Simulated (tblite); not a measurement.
Compound: C7H12GaN.
Structure used (GFN2-xTB), in Å, numbered top down from 1:
```
atom  x, y, z in Å
C1    -2.311    0.627    0.940
C2    -2.229   -0.883    0.676
Ga3   -1.220   -1.317   -1.030
N4     0.554   -0.372   -0.679
C5     1.443   -0.957    0.115
C6     2.577   -0.305    0.560
C7     2.788    1.008    0.161
C8     1.854    1.614   -0.666
C9     0.748    0.884   -1.061
H10   -2.945    0.849    1.800
H11   -2.725    1.143    0.072
H12   -1.320    1.045    1.137
H13   -1.771   -1.375    1.547
H14   -3.253   -1.281    0.627
H15   -1.622   -0.592   -2.340
H16   -0.688   -2.758   -1.246
H17    1.213   -1.981    0.389
H18    3.278   -0.809    1.207
H19    3.664    1.547    0.489
H20    1.980    2.633   -0.996
H21   -0.023    1.296   -1.703
```

Computed with GFN2-xTB (tblite): harmonic, unscaled wavenumbers at the GFN2-xTB geometry, gas phase. The method is semi-empirical: single wavenumbers can be off by several per cent or more. Modes of hydrogen on gallium can be 10 to 20 % off. One conformer, not necessarily the lowest.

Harmonic wavenumbers (cm⁻¹): 26.7, 38.1, 63.9, 119.5, 137.2, 163.1, 185.3, 233.2, 350.4, 384.6, 403.3, 490.8, 509.1, 573.8, 603.1, 613.2, 650.0, 683.5, 732.4, 738.5, 894.1, 909.4, 922.1, 927.8, 938.8, 986.1, 987.9, 1032.0, 1080.2, 1093.2, 1096.8, 1162.9, 1189.1, 1227.7, 1238.3, 1265.8, 1306.0, 1408.7, 1412.9, 1436.0, 1467.5, 1501.7, 1511.7, 1565.2, 1581.6, 1631.4, 1745.3, 2852.2, 2885.5, 2956.2, 2972.7, 2983.6, 3023.2, 3032.3, 3091.4, 3106.1, 3108.8.

A = 2088, B = 723.4, C = 663.5 MHz; mass 179.023 u (most abundant isotopes); point group C1, symmetry number 1.

What is the zero-point energy?

½Σν̃ = 35616 cm⁻¹ = 101.83 kcal/mol.

Give the ideal-gas entropy at 400 K and 1 bar in the rigid-rotor, harmonic-oscillator model (classical rotation).

Translation 42.94, rotation 31.03, vibration 48.79: S = 122.8 cal/(mol K).

And Cp and H(400 K) − H(0)?

Cp = 54.49 cal/(mol K), of which vibrations give 46.54 (their classical limit is 57 R = 113.3); H(400 K) − H(0) = 12.73 kcal/mol without the zero-point energy, 9.55 from vibrations.

How do the functions run with temperature in this model?

```
 T (K)  S (cal/(mol K))  Cp (cal/(mol K))  H − H(0) (kcal/mol)  G − H(0) (kcal/mol)  ln q(vib)
   150             85.6              26.1                 2.67               -10.16       4.79
   250            101.4              37.3                 5.83               -19.53       7.97
298.15            108.5              43.0                 7.76               -24.59       9.45
   600            148.4              72.2                25.51               -63.54      18.45
   900            181.1              88.8                49.89              -113.14      26.79
```

q(vib) and H(0) count from the zero-point level.

Which modes carry the vibrational entropy at 400 K?

26.7 cm⁻¹: 6.64; 38.1 cm⁻¹: 5.94; 63.9 cm⁻¹: 4.91; 119.5 cm⁻¹: 3.68; 137.2 cm⁻¹: 3.41; 163.1 cm⁻¹: 3.08 cal/(mol K); the other 51 give 21.13 together.

Hindered rotation and anharmonicity are outside this model. Other conformers, if any are populated, would add a mixing term that is left out. The structure is chiral; the term R ln 2 for an equal mix with its mirror image is left out.

Time: 1.6 s. Hardware: one thread of an Arm Neoverse N1, shared host with 64 logical CPUs at a one-minute load of 62. The figure is for the frequency step alone.
